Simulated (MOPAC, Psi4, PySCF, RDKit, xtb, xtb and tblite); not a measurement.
Two geometries of C₅H₁₅BSi, SMILES [Si](C)(C)(CCB)C, relaxed at GFN2-xTB with one dihedral held; other torsions can differ between them too.

Structure A

```
22

B      2.6706    -0.2494     0.6804
C      2.3092     0.1859    -0.7763
C      0.8232     0.3773    -1.1099
Si     0.2222     2.1651    -0.7903
C      0.5728     2.6346     1.0258
C      1.1419     3.3770    -1.9470
C     -1.6516     2.2732    -1.1390
H      1.8676    -0.7298     1.3818
H      3.7765    -0.1554     1.0536
H      2.8845     1.0435    -1.1284
H      2.6906    -0.6589    -1.3712
H      0.6545     0.1409    -2.1636
H      0.2291    -0.3354    -0.5392
H      0.3980     3.6903     1.2103
H     -0.0595     2.0736     1.7070
H      1.6044     2.4175     1.2887
H      0.7347     4.3804    -1.8656
H      2.1989     3.4367    -1.7049
H      1.0598     3.0757    -2.9872
H     -2.0263     3.2743    -0.9507
H     -1.8791     2.0284    -2.1718
H     -2.2132     1.5903    -0.5095
```

Structure B

```
22

B     -2.5678    -0.8331     0.5107
C     -1.9449    -0.3468    -0.8370
C     -0.8850     0.7673    -0.7798
Si     0.8977     0.1321    -1.0618
C      1.0611    -0.5883    -2.8245
C      1.3024    -1.2240     0.2187
C      2.1216     1.5839    -0.8695
H     -3.2207    -1.8051     0.5220
H     -2.4411    -0.2170     1.4967
H     -2.8231     0.0355    -1.3784
H     -1.5960    -1.1724    -1.4597
H     -0.9548     1.2884     0.1740
H     -1.1015     1.5153    -1.5460
H      2.0838    -0.8900    -3.0303
H      0.7779     0.1394    -3.5794
H      0.4325    -1.4631    -2.9614
H      2.2795    -1.6634     0.0413
H      0.5695    -2.0246     0.1874
H      1.3012    -0.8237     1.2279
H      3.1455     1.2541    -1.0148
H      2.0586     2.0275     0.1192
H      1.9258     2.3690    -1.5932
```

Problem. Which is lower in energy at the level B3LYP-D3(BJ)/def2-SVP // GFN2-xTB in Psi4, and by how much?

Solution. A is lower, by 4.42 kJ/mol (dihedral B1–C2–C3–Si4: 90° in A, 105° in B).

E(B) − E(A) in kJ/mol at the other levels, on the same two geometries: GFN2-xTB (xtb and tblite) 4.78; B3LYP/def2-SVP // GFN2-xTB (Psi4) 3.12; PBE/def2-SVP // GFN2-xTB (Psi4) 3.39; PBE-D3(BJ)/def2-SVP // GFN2-xTB (Psi4) 4.12; UFF // GFN2-xTB (RDKit) 4.88; AM1, restricted, heats of formation // GFN2-xTB (MOPAC) 1.70; PM6, restricted, heats of formation // GFN2-xTB (MOPAC) 1.94; GFN1-xTB // GFN2-xTB (xtb) 2.17; restricted B3LYP/6-31G*, spherical d, density fitting // GFN2-xTB (PySCF) 3.00; restricted Hartree-Fock/6-31G*, spherical d, density fitting // GFN2-xTB (PySCF) 3.03; restricted Hartree-Fock/STO-3G // GFN2-xTB (PySCF) 3.97; restricted B3LYP/3-21G, density fitting // GFN2-xTB (PySCF) 3.95.
